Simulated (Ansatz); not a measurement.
Reaction: C3H6O (SMILES C[C@H]1CO1) → C3H6O (SMILES C=CCO)
Each species at its own B3LYP-D3(BJ)/def2-TZVP minimum (Ansatz, an electronic-structure program), one conformer.

Total energies in hartree (Ansatz). UHF or UKS for unpaired electrons; spin-orbit terms are left out. Cores are frozen in correlated methods. No relativity.

```tsv
species	HF/cc-pVTZ	CCSD(T)/cc-pVTZ	HF/cc-pVQZ	CCSD(T)/cc-pVQZ	CCSD(T)/cc-pVDZ	CCSDT(Q)/cc-pVDZ
1: C3H6O (SMILES C[C@@H]1OC1)	-191.98105	-192.79077	-191.99461	-192.84964	-192.58637	-192.58859
2: C3H6O (SMILES C=CCO)	-191.99761	-192.80225	-192.01169	-192.86203	-192.59676	-192.59913
```

**Question.** Work out the isomerisation energy (electronic) in kJ/mol: take Hartree-Fock from cc-pVQZ, extrapolate the CCSD(T) correlation energy as X^-3 (X = 3, 4), and add CCSDT(Q) - CCSD(T) in cc-pVDZ. 1 hartree = 2625.5 kJ/mol.

**Answer.** 
Species 1: correlation (64·(-0.85503) - 27·(-0.80972))/37 = -0.88809; step -0.00222; E1 = -191.99461 + (-0.88809) + (-0.00222) = -192.88492
Species 2: correlation (64·(-0.85034) - 27·(-0.80464))/37 = -0.88369; step -0.00237; E2 = -192.01169 + (-0.88369) + (-0.00237) = -192.89775
-1·E1 +1·E2 = -0.01283 hartree = -33.7 kJ/mol.
